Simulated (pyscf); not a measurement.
## HS–SnH:, singlet

Gas-phase minimum from PySCF at ωB97X-D3(BJ)/def2-SVP, one conformer. Other isomers of HS–SnH: [singlet] were not searched in full and may lie lower. 

```
S
H 1 1.3458
Sn 1 2.4204 2 97.81
H 3 1.7739 1 92.59 2 -0.01
```

Properties at ωB97X-D3(BJ)/def2-SVP:

| Item | Result |
|---|---|
| Harmonic wavenumbers, unscaled | 368, 441, 576, 688, 1759, 2775 cm⁻¹ |
| Zero-point energy | 9.4 kcal/mol |
| Rotational symmetry number | 1 |
| Entropy of this conformer at 298 K and 1 atm, rigid rotor and harmonic oscillator, modes under 100 cm⁻¹ raised to 100 | 279.9 J/(mol K) |
| Dipole moment | 1.53 D |

Single-point totals, which compare only within one level (frozen core for MP2 and CC):

```csv
level,total energy (hartree)
ωB97X-D3(BJ)/def2-TZVP,-613.81364
PBE/def2-TZVP,-613.55047
r²SCAN/def2-TZVP,-613.77587
B3LYP-D3(BJ)/def2-TZVP,-613.82785
PBE0-D3(BJ)/def2-TZVP,-613.59198
M06-2X/def2-TZVP,-613.63148
ωB97M-D3(BJ)/def2-TZVP,-613.80902
HF/def2-TZVPP,-612.07844
MP2/def2-TZVPP,-612.56798
CCSD/def2-TZVPP,-612.58554
CCSD(T)/def2-TZVPP,-612.60430
```

The CCSD(T) − MP2 part came from Ansatz, without density fitting, on the same reference. The frozen core leaves the outer d or s,p core shells of the metals and heavy elements correlated in the MP2 and CC values, and def2-TZVPP describes them poorly, so these totals are far from the basis limit. Elements past Kr carry the def2 core potentials, without spin-orbit coupling.
